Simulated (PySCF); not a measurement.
Al(H)2(nPr) (C3H9Al), SMILES [AlH2][CH2]CC.

The structure is a stationary point at B3LYP-D3(BJ)/def2-SVP. The structure was generated by enumeration; whether it is a known compound was not checked. The values are those of a single conformer.

These are PySCF with TDDFT-ωB97X/def2-SVPD values and carry that method's errors.

Vertical excitations. The molecule is in vacuum. State labels are in the subgroup Cs.

Q: Estimate the UV-visible absorptions. (Estimate from the structure and the level; the computed values follow.)

A: 
```tsv
state	symmetry	energy (eV)	λ (nm)	f	main pairs
S1	A"	5.19	239	0.003	HOMO→LUMO 96 %
S2	A"	5.61	221	0.000	HOMO−1→LUMO 98 %
S3	A'	7.34	169	0.104	HOMO→LUMO+1 70 %, HOMO→LUMO+2 22 %
S4	A'	7.96	156	0.004	HOMO−2→LUMO 84 %
S5	A'	8.12	153	0.015	HOMO−1→LUMO+2 26 %, HOMO−1→LUMO+1 21 %, HOMO−1→LUMO+3 18 %, HOMO→LUMO+5 10 %
S6	A"	8.25	150	0.002	HOMO−3→LUMO 85 %
S7	A'	8.33	149	0.003	HOMO→LUMO+3 74 %
S8	A'	8.49	146	0.127	HOMO−1→LUMO+1 54 %, HOMO−1→LUMO+2 18 %
S9	A'	8.57	145	0.184	HOMO−1→LUMO+2 30 %, HOMO→LUMO+5 19 %, HOMO−1→LUMO+3 17 %, HOMO−1→LUMO+4 10 %
S10	A'	8.65	143	0.397	HOMO→LUMO+2 62 %, HOMO→LUMO+1 21 %
T1	A"	4.94	251	0	HOMO→LUMO 93 %
T2	A"	5.27	235	0	HOMO−1→LUMO 96 %
T3	A'	6.85	181	0	HOMO→LUMO+1 50 %, HOMO→LUMO+2 33 %
T4	A'	7.60	163	0	HOMO−1→LUMO+3 30 %, HOMO−1→LUMO+1 18 %, HOMO−1→LUMO+4 15 %, HOMO−1→LUMO+2 14 %
```
Triplets are in the Tamm–Dancoff approximation, which puts them higher than full response would, so one can lie above its singlet here.
